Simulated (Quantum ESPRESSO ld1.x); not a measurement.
The numbers below are computed, except where a source is named.
Q: The table gives one normalised radial function P(r) = r R(r) (large component) of Pm37+ in [Ar] 3d6 (r in bohr). Level of theory: Dirac Kohn-Sham, PBE, spin-unpolarised, spherical densities, point nucleus; open shells are shared between the two j in proportion to 2j + 1 (ld1.x of Quantum ESPRESSO 7.5).

r           P
0.002732   0.0296
0.003915   0.0483
0.005612   0.0799
0.008044   0.1326
0.01153    0.2175
0.01653    0.3455
0.02369    0.5155
0.03395    0.6892
0.04827    0.7561
0.06919    0.5361
0.09917   -0.1009
0.1421    -0.8847
0.2037    -0.9733
0.292      0.2152
0.4186     1.5761
0.6        1.4071
0.86       0.4214
1.233      0.0346

Which n and l does it have? It may be an empty orbital.

A: n = 4, l = 1: the number of nodes gives n - l - 1 = 2, the rise at small r points to l (for j = l - 1/2 the large component starts as r^gamma with gamma = sqrt(l^2 - (Z/c)^2) = 0.90 and the r^(l+1) term takes over further out; the orbital of l - 1 with the same j starts with the same power, but with a larger coefficient, and does not steepen), and the extent must fit the shell. The curve is that of 4p1/2; the two j differ most near the nucleus, where j = l - 1/2 has the larger amplitude, and in heavy atoms j = l - 1/2 is also the more compact. 4p1/2 (empty): eigenvalue -1505.1 eV, 2 radial nodes at r = 0.0947, 0.278 bohr, <r> = 0.484 bohr, 90 % of the charge inside 0.689 bohr.
